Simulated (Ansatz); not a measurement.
`CO[SiH](F)O[SiH3]` and `CN[SiH](F)OC` differ in one atom or group.

Ansatz, PBE0-D4/def2-TZVP geometries, multiplicity 1. Each molecule was computed in one conformer, which needn't be the lowest.

```tsv
property	`CO[SiH](F)O[SiH3]`
size of the dipole moment (B3LYP/def2-TZVPP) / D	1.53
LUMO energy (B3LYP/def2-TZVPP) / eV	-0.01
size of the dipole moment (PBE/def2-TZVPP) / D	1.46
HOMO energy (B3LYP/def2-TZVPP) / eV	-8.55
HOMO–LUMO gap (B3LYP/def2-TZVPP) / eV	8.54
HOMO energy (ωB97M-V/def2-TZVPP) / eV	-11.22
```

(1) What does the change do to each property? (Best estimate.)

## Answers

(1) Computed: 
```csv
property,`CN[SiH](F)OC`,shift
size of the dipole moment (B3LYP/def2-TZVPP) / D,2.44,0.91
LUMO energy (B3LYP/def2-TZVPP) / eV,0.60,0.61
size of the dipole moment (PBE/def2-TZVPP) / D,2.38,0.92
HOMO energy (B3LYP/def2-TZVPP) / eV,-6.91,1.64
HOMO–LUMO gap (B3LYP/def2-TZVPP) / eV,7.51,-1.03
HOMO energy (ωB97M-V/def2-TZVPP) / eV,-9.50,1.72
```

With PBE0 the HOMO rises by 1.65 eV and the LUMO rises by 0.71 eV, so the gap narrows by about 0.94 eV. PBE moves the HOMO by 1.44 eV and ωB97M-V by 1.72 eV. Dipoles are sizes alone; their direction can turn.

B3LYP here is the variant with VWN-RPA as its local correlation; programs differ in this.
